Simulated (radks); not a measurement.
Results of a calculation; reference values are marked as such.
All-electron atom: the dysprosium ion Dy55+ in [Ne] 3s1. Code: a radial shooting solver on a logarithmic mesh with Libxc functionals. Model: non-relativistic Kohn-Sham, BP86, spin-unpolarised, spherical densities, point nucleus; relativity is left out, which matters for an element this heavy.

Local quantities along the radius. ELF = 1/(1 + alpha^2) is the electron localisation function; alpha = (tau - tau_W)/tau_unif compares the Pauli kinetic energy density with that of the uniform gas.

```
   r/bohr * ELF (the largest magnitude, 1, reaches the edge; | marks zero)
 0.001624 |                                                      *
 0.002015 |                                                      *
 0.002501 |                                                      *
 0.003129 |                                                      *
 0.003883 |                                                      *
 0.004819 |                                                      *
 0.005981 |                                                      *
 0.007423 |                                                      *
 0.009287 |                                                      *
  0.01153 |                                                     *
  0.01431 |                                                    *
  0.01775 |                                                *
  0.02204 |                                      *
  0.02735 |                       *
  0.03421 |               *
  0.04246 |                   *
   0.0527 |                                *
  0.06541 |                                           *
  0.08118 |                                               *
   0.1007 |                                             *
    0.126 |                               *
   0.1564 |      *
   0.1942 |   *
    0.241 |                      *
   0.2991 |                                                  *
   0.3712 |                                                      *
   0.4643 |                                                      *
   0.5763 |                                                      *
```

On this mesh the ELF has minima near r = 0.034, 0.17 bohr, which separate the shells, and maxima near 0.091 (0.87).
